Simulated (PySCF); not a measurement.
C2H3F2, SMILES C[C](F)F, multiplicity 2. Atoms are numbered in the order given.

```xyz
7

C     -1.3823     0.0443     0.0000
C      0.0590    -0.3061     0.0000
F      0.7329     0.0641     1.0939
F      0.7329     0.0641    -1.0939
H     -1.5107     1.1441     0.0000
H     -1.8707    -0.3633     0.8955
H     -1.8707    -0.3633    -0.8955
```
Charge 0, spin multiplicity 2.

The structure is a stationary point at r2SCAN-D4/def2-SVP. The isomer is the one that the SMILES or the coordinates give; other isomers of the formula were not compared.

Method: M06-2X/def2-TZVPD (PySCF).

Mulliken values depend strongly on the basis, most of all with diffuse functions as here. Atomic charges (e):

```csv
atom,Mulliken,meta-Löwdin,Mulliken spin
C1,-0.83,-0.36,-0.02
C2,0.47,0.49,0.92
F3,-0.25,-0.27,0.03
F4,-0.25,-0.27,0.03
H5,0.26,0.13,0.05
H6,0.30,0.14,-0.01
H7,0.30,0.14,-0.01
```
